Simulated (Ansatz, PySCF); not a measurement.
In(Me)2(NH3) (C2H9InN), SMILES [NH3]->[In]([CH3])[CH3] (connectivity only; charge and spin as stated), neutral, multiplicity 2. Atoms are numbered in the order given.

```xyz
13

In     0.1925     0.0200     0.2407
C      1.1308     1.0487    -1.5209
H      1.9745     0.4668    -1.9226
H      1.5033     2.0411    -1.2232
H      0.3695     1.1800    -2.3089
C     -1.9693     0.4920     0.6221
H     -2.4720    -0.3309     1.1533
H     -2.4754     0.6672    -0.3427
H     -2.0536     1.4035     1.2339
N     -0.4154    -1.9839    -1.1593
H     -1.0045    -1.6853    -1.9396
H     -0.9406    -2.6847    -0.6337
H      0.4031    -2.4474    -1.5572
```
Charge 0, spin multiplicity 2.

Coordinates come from a B3LYP-D3(BJ)/def2-SVP optimisation. The spin state was assumed, not searched. The isomer is the one that the SMILES or the coordinates give; other isomers of the formula were not compared. The def2 effective core potentials stand for the cores of In; spin–orbit coupling is left out.

Two levels are set side by side: PBE-D3(BJ)/def2-SVP (Ansatz, a first-principles code) and B3LYP-D3(BJ)/def2-SVP (Ansatz). Each level has its own optimised geometry; the coordinates shown are those of the second. Frequencies come from the Hessian of PySCF at each geometry. Differences are taken from unrounded values.

```csv
quantity,B3LYP-D3(BJ)
mean bond length (Å),1.390
bond In1–C2 (Å),2.245
bond In1–C6 (Å),2.245
bond In1–N10 (Å),2.519
bond C2–H3 (Å),1.101
bond C2–H4 (Å),1.101
bond C2–H5 (Å),1.103
bond C6–H7 (Å),1.101
bond C6–H8 (Å),1.103
bond C6–H9 (Å),1.101
bond N10–H11 (Å),1.022
bond N10–H12 (Å),1.021
bond N10–H13 (Å),1.021
highest harmonic wavenumber (cm⁻¹),3593
mean harmonic wavenumber (cm⁻¹),1407
zero-point energy (kcal/mol),66.37
```

Problem. What does PBE-D3(BJ) give, and how far is it from B3LYP-D3(BJ)? (Estimate from the structure and the level; the computed values follow.)

Solution. 
| quantity | PBE-D3(BJ) | PBE-D3(BJ) minus B3LYP-D3(BJ) |
|---|---|---|
| mean bond length (Å) | 1.395 | 0.004 |
| bond In1–C2 (Å) | 2.244 | -0.001 |
| bond In1–C6 (Å) | 2.244 | -0.001 |
| bond In1–N10 (Å) | 2.506 | -0.013 |
| bond C2–H3 (Å) | 1.108 | 0.007 |
| bond C2–H4 (Å) | 1.108 | 0.007 |
| bond C2–H5 (Å) | 1.111 | 0.007 |
| bond C6–H7 (Å) | 1.108 | 0.007 |
| bond C6–H8 (Å) | 1.111 | 0.007 |
| bond C6–H9 (Å) | 1.108 | 0.007 |
| bond N10–H11 (Å) | 1.030 | 0.007 |
| bond N10–H12 (Å) | 1.028 | 0.007 |
| bond N10–H13 (Å) | 1.028 | 0.007 |
| highest harmonic wavenumber (cm⁻¹) | 3523 | -70 |
| mean harmonic wavenumber (cm⁻¹) | 1374 | -32 |
| zero-point energy (kcal/mol) | 64.84 | -1.53 |
